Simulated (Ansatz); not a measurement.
Program: Ansatz 0.2.0.

A structure relaxed at PBE0-D4/def2-TZVP, charge 0, multiplicity 1:

```xyz
11

B    -0.697   -1.363    0.542
C     0.029   -0.094    0.084
C    -0.516    0.866   -0.929
C     1.219    0.098    0.674
Cl    2.245    1.434    0.354
H    -0.185   -2.075    1.357
H    -1.769   -1.653    0.095
H    -1.496    0.546   -1.283
H    -0.612    1.872   -0.510
H     0.151    0.951   -1.792
H     1.631   -0.583    1.408
```

(1) Give its formula and SMILES.

(2) Point group (tolerance 0.08 Å, 0.16 Å for H)?

(3) Summarise the bond lengths by kind.

Results:

(1) C3H6BCl, `B/C(C)=C/Cl`.

(2) Cs.

(3) 1 × B–C 1.532 Å; 2 × B–H 1.197 Å; 2 × C–C 1.343 to 1.499 Å; 4 × C–H 1.082 to 1.094 Å; 1 × C–Cl 1.714 Å.
